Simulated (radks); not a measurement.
The numbers below are computed, except where a source is named.
Species: the thulium ion Tm+. Configuration: [Xe] 4f13 6s1 (the NIST ground configuration). Code: a radial shooting solver on a logarithmic mesh with Libxc functionals. Model: scalar-relativistic Kohn-Sham, PBEsol, spin-unpolarised, spherical densities, finite nucleus; Fermi nuclear charge, rms radius 5.2256 fm; hard spherical wall at 2 bohr.

Unscreened Slater integrals over Kohn-Sham orbitals (eV). Empty in this configuration: 5d.

F0(6s,6s): 19.965
F0(6s,4f): 24.053
G3(6s,4f): 2.8721
F0(6s,5p): 20.164
G1(6s,5p): 2.8642
F0(6s,5s): 20.665
G0(6s,5s): 2.0561
F0(6s,5d): 19.736
G2(6s,5d): 3.5573
F0(4f,4f): 33.677
F2(4f,4f): 15.906
F4(4f,4f): 9.9420
F6(4f,4f): 7.1397
F0(4f,5p): 23.954
F2(4f,5p): 9.3033
G2(4f,5p): 4.9729
G4(4f,5p): 4.0031
F0(4f,5s): 24.959
G3(4f,5s): 5.1786
F0(4f,5d): 23.224
F2(4f,5d): 8.5849
F4(4f,5d): 4.8955
G1(4f,5d): 4.1835
G3(4f,5d): 3.8961
G5(4f,5d): 3.1305
F0(5p,5p): 20.868
F2(5p,5p): 12.045
F0(5p,5s): 21.367
G1(5p,5s): 15.124
F0(5p,5d): 20.357
F2(5p,5d): 11.555
G1(5p,5d): 14.070
G3(5p,5d): 9.4045
F0(5s,5s): 21.952
F0(5s,5d): 20.774
G2(5s,5d): 10.555
F0(5d,5d): 19.946
F2(5d,5d): 11.364
F4(5d,5d): 8.1993

Derived for the open shells (J is the average intra-shell exchange parameter used in DFT+U). 4f: F4/F2 = 0.625, F6/F2 = 0.449, J = (286 F2 + 195 F4 + 250 F6)/6435 = 1.286 eV.
